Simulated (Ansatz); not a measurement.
Basis-set extrapolation for `BC(=C)S` (PBE0-D4/def2-TZVP geometry, frozen core, Ansatz). Multiplicity 1, RHF reference.

```
                      def2-TZVPP   def2-QZVPP
                 HF  -500.871437  -500.887524
    MP2 correlation    -0.599578    -0.642018
CCSD(T) correlation    -0.674958      not run
```

Energies in hartree. Use E(X) = E(∞) + A·exp(−7.88·√X) for Hartree–Fock and E(X) = E(∞) + B·X^(−2.97) for correlation, with X = 3 and 4, and add CCSD(T) minus MP2 of the smaller set to the MP2 limit.

Problem. What is the CCSD(T) energy at the basis-set limit?

Solution. HF limit: -500.887524 + (-0.016087) × 0.13774 = -500.88974. MP2 limit: -0.642018 + (-0.042440) × 0.74074 = -0.67346. Higher-order term: -0.674958 − (-0.599578) = -0.07538. Total: -501.63858 hartree, 242.0 kJ/mol below CCSD(T)/def2-TZVPP.
